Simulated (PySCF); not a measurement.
**Ionising SiBi**

PBE0; PySCF, scalar-relativistic core potentials, basis sets Si cc-pV(D+d)Z, Bi cc-pVDZ-PP with ECP60. Neutral (UKS): doublet (π ↑), Re = 2.460 Å, ωe = 388 cm⁻¹, De = 2.47 eV, HOMO -5.82 eV, LUMO -4.12 eV.

SiBi⁺ (UKS): triplet (π ↑↑), Re = 2.608 Å, ωe = 327 cm⁻¹. The energies at the minima are -503.95136 hartree for SiBi and -503.66815 for SiBi⁺.

(1) Work out the adiabatic ionisation energy, without and with harmonic zero-point energies (1 hartree = 27.2114 eV, 1 eV = 8065.5 cm⁻¹), and the change of the bond length.

These are scalar-relativistic numbers at best; spin–orbit coupling would shift them, the dissociation energy most. States were picked by a PBE0 search and need not be the measured ground states.

Results:

(1) At PBE0: 0.28321 hartree = 7.707 eV between the minima; the zero-point term (327.0 − 388.0)/2 cm⁻¹ = -0.004 eV makes it 7.703 eV. Re changes by +14.8 pm against the neutral. The electron leaves a π orbital, and the longer bond of the ion fits a bonding orbital, or a change in how ionic the bond is.
